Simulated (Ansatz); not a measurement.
The cluster MgTe₂⁺, relaxed as a doublet with UKS PBE-D4/def2-TZVP in Ansatz, starting from the PBE-D4/def2-TZVP geometry of the neutral singlet. Force threshold 0.02 eV/Å.

In the def2 sets Te takes a core potential; there is no spin–orbit coupling. The relaxation made no stability test and no search for a lower SCF solution. The structure comes from a short search, and lower isomers may exist.

Start:

```xyz
3

Mg    0.107   -1.296    0.559
Te   -1.429    0.334   -0.744
Te    1.322    0.962    0.185
```

```
        step  energy (eV)  largest force component (eV/Å)  SCF passes
           1  -20022.3214                           0.784          22
2 (rejected)  -20022.2992                           1.677          27
           3  -20022.4666                           0.175          25
           4  -20022.4697                           0.016          23
```

Force components are those of the run's own axes.

End:

Cartesian coordinates in Å:
```
Mg 0.114 -1.382 0.596
Te -1.345 0.397 -0.733
Te 1.230 0.985 0.137
```

By distances, no bond broke or formed. The bond that changes most is Te2–Te3, from 2.97 to 2.78 Å (atoms count from 1).

No frequencies were taken in this run, so the end may be a saddle point.

It took 4.5 s on 4 threads of Arm Neoverse V2 on a shared host.
